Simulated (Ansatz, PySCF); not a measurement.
Potential energy curve for Be2, singlet.

Methods: UKS-PBE = unrestricted PBE/def2-SVP (Ansatz, a program for electronic structure); RKS-B3LYP/LANL2DZ = restricted B3LYP/LANL2DZ (PySCF); RKS-B3LYP/6-31G* = restricted B3LYP/6-31G*, spherical d (PySCF); UKS-B3LYP/3-21G = PySCF with unrestricted B3LYP/3-21G.

Energies are in mEh, each relative to the lowest point of its own curve near equilibrium.

```tsv
R / Å	UKS-PBE	RKS-B3LYP/LANL2DZ	RKS-B3LYP/6-31G*	UKS-B3LYP/3-21G
1.89	20.8	28.0	26.2	18.5
2.03	8.8	13.5	12.4	7.1
2.15	3.2	6.5	5.7	2.3
2.27	0.6	2.5	2.1	2.6
2.39	0.0	0.7	0.4	0.8
2.42	0.1	0.4	0.2	0.5
2.52	0.6	0.0	0.0	0.1
2.59	(withheld)	0.0	0.1	0.0
2.63	1.7	(withheld)	0.3	0.0
2.75	(withheld)	0.5	(withheld)	(withheld)
2.92	5.2	1.4	2.0	1.0
3.10	7.6	2.3	3.1	1.7
3.45	11.3	(withheld)	4.9	3.1
3.76	13.5	4.3	5.9	3.9
4.12	15.1	4.8	6.7	4.6
4.49	16.0	5.0	7.1	5.0
5.04	16.5	5.2	7.5	5.3
5.54	16.8	5.2	7.6	5.4
6.25	17.0	5.1	7.7	5.4
6.78	17.0	5.1	7.7	5.4
7.48	17.1	5.1	7.7	5.4
```

### Question
Complete the blanks.

### Answer

- 2.59, UKS-PBE: 1.3
- 2.63, RKS-B3LYP/LANL2DZ: 0.1
- 2.75, UKS-PBE: 3.0
- 2.75, RKS-B3LYP/6-31G*: 0.9
- 2.75, UKS-B3LYP/3-21G: 0.3
- 3.45, RKS-B3LYP/LANL2DZ: 3.6

The unrestricted determinant behind UKS-PBE is spin-contaminated at 1.89 to 2.63 Å (<S²> up to 0.7, against 0.00 for a pure singlet). The unrestricted solution behind UKS-B3LYP/3-21G changes between 2.15 and 2.27 Å, which can leave a kink. The unrestricted determinant behind UKS-B3LYP/3-21G is spin-contaminated at 1.89 to 2.15 Å (<S²> up to 0.7, against 0.00 for a pure singlet).
